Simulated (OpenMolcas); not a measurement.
## Ionisation energies of boron

```yaml
Program: OpenMolcas 26.06
Basis: ANO-R2 [4s4p2d1f]
Scalar_Hamiltonian: X2C, finite nucleus
Spin-orbit_coupling: RASSI with atomic mean-field integrals over the reference wave functions, term energies averaged over their components
```

Active shells in each charge state: the valence s, p shells, with orbitals averaged over the low states. Where CASPT2's correlated closed shells are named, they are those of the first ion.

A. CASSCF
B. SS-CASPT2, IPEA 0.25 Eh, imaginary shift 0.1 Eh (closed shells correlated: 1s)
C. SS-CASPT2, IPEA 0.25 Eh, imaginary shift 0.1 Eh (closed shells correlated: none)
D. SS-CASPT2, IPEA 0 Eh, imaginary shift 0.1 Eh (closed shells correlated: 1s)

Energies in eV between the lowest computed levels (charge -1 gives the electron affinity), named as in B; reference values from the NIST Atomic Spectra Database with their kind.

```
            From                To       A       B       C       D  Spin-orbit share in B          Reference
  B- 2s² 2p² ³P₀  B 2s² 2p ²P°_1/2  -0.945  -0.214  -0.225  -0.087                 -0.000                   
B 2s² 2p ²P°_1/2        B+ 2s² ¹S₀   7.183   7.993   7.963   8.112                 +0.001   8.298 (measured)
      B+ 2s² ¹S₀     B2+ 2s ²S_1/2  25.052  25.103  25.106  25.105                 +0.000  25.155 (measured)
   B2+ 2s ²S_1/2       B3+ 1s² ¹S₀  37.822  37.862  37.822  37.863                 +0.000  37.931 (measured)
```

Error against the reference values, in %:

```
From  Reference      A     B     C     D
   B   measured  -13.4  -3.7  -4.0  -2.2
  B+   measured   -0.4  -0.2  -0.2  -0.2
 B2+   measured   -0.3  -0.2  -0.3  -0.2
```

Mean absolute error over the 3 measured values: A 0.44 eV, B 0.14 eV, C 0.16 eV, D 0.10 eV. D lies closest.

No diffuse functions were added, so the electron affinity comes out too small, and without dynamic correlation a bound anion can come out unbound.

° marks odd parity.
